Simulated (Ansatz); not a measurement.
Relaxation of C$_{3}$H$_{5}$ClSi (10 atoms, charge 0, multiplicity 1), to a largest force component of 0.02 eV/Å in at most 50 steps.

Computed with UKS PBE0-D4/def2-SVP in Ansatz.

```xyz
10
Properties=species:S:1:pos:R:3:forces:R:3
Cl -1.837 1.464 1.681 -9.85 3.12 19.92
C -0.753 0.509 0.704 9.92 -8.24 -4.78
C -0.370 -0.762 0.884 -0.02 -2.30 2.13
Si 0.847 -0.827 -0.583 -3.08 1.46 0.62
C 0.032 0.879 -0.602 -0.97 1.98 0.58
H -0.585 -1.473 1.667 -0.88 -0.33 0.35
H 2.241 -0.914 -0.227 0.91 -0.14 0.17
H 0.322 -1.736 -1.647 0.39 -0.18 0.08
H -1.413 1.376 0.739 4.06 4.17 -18.96
H 0.768 1.690 -0.452 -0.48 0.46 -0.11
```

Q: Where does it end, and by what steps?

A: The run converged. After 29 steps the energy has fallen by 8.226 eV; Cl1 moved furthest, 1.98 Å. The start is strongly strained (largest force component 20 eV/Å), so its close contacts needn't be bonds. Parted: Cl1–C2 (1.74 → 3.72 Å), C2–H9 (1.09 → 2.57 Å). Joined: C2–Si4 (2.45 → 1.92 Å).

```
step  energy less start (eV)  largest force component (eV/Å)  accepted
   0                  0.0000                          19.919       yes
   2                 -6.4526                           2.485       yes
   4                 -7.4803                           1.923       yes
   6                 -7.8952                           0.906       yes
   8                 -7.9372                           0.295       yes
  10                 -7.9465                           0.147       yes
  12                 -7.9705                           0.328       yes
  14                 -8.0126                           0.445       yes
  16                 -8.0813                           0.298       yes
  18                 -8.1432                           0.212       yes
  20                 -8.1872                           0.235       yes
  22                 -8.2146                           0.073       yes
  24                 -8.2242                           0.078       yes
  26                 -8.2253                           0.053       yes
  28                 -8.2254                           0.038        no
  29                 -8.2255                           0.004       yes
```

```xyz
10
Properties=species:S:1:pos:R:3
Cl -2.666 1.579 -0.110
C 0.393 -0.028 1.279
C 0.343 -1.342 1.220
Si 0.374 -0.624 -0.547
C 0.377 1.054 0.483
H -0.161 -2.120 1.787
H 1.653 -0.780 -1.279
H -0.891 -0.834 -1.281
H -1.346 1.502 0.156
H 1.179 1.799 0.455
```

The run took 120 s on 2 threads of Arm Neoverse V2, on a shared host, peak memory 0.32 GiB.
